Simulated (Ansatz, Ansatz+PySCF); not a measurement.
```yaml
atoms:
  - { symbol: Si, position_ang: [0.0052, -0.0473, 0.0154] }
  - { symbol: F, position_ang: [0.8949, 0.8975, 0.8743] }
  - { symbol: F, position_ang: [0.8808, -0.9181, -0.8802] }
  - { symbol: F, position_ang: [-0.8752, 0.8868, -0.9125] }
  - { symbol: F, position_ang: [-0.8692, -0.9265, 0.9304] }
```

RHF-MP2 on singlet SiF₄ was run in several spherical basis sets with Ansatz (development build ahead of 0.2.0). Frozen core: 9 orbitals.

Q: Rank the basis sets by the total energy that they give, lowest first, with the distance from the lowest.
A. 6-31G(d)
B. def2-SVP
C. def2-TZVP
D. STO-3G
E. 6-31G
F. aug-cc-pVDZ
G. cc-pVTZ

A: C (0.00 eV), G (0.66 eV), F (10.49 eV), A (15.78 eV), B (25.27 eV), E (27.94 eV), D (281.69 eV).

Totals follow the description of the cores as much as that of the bonds, so this order isn't one of quality for chemistry.
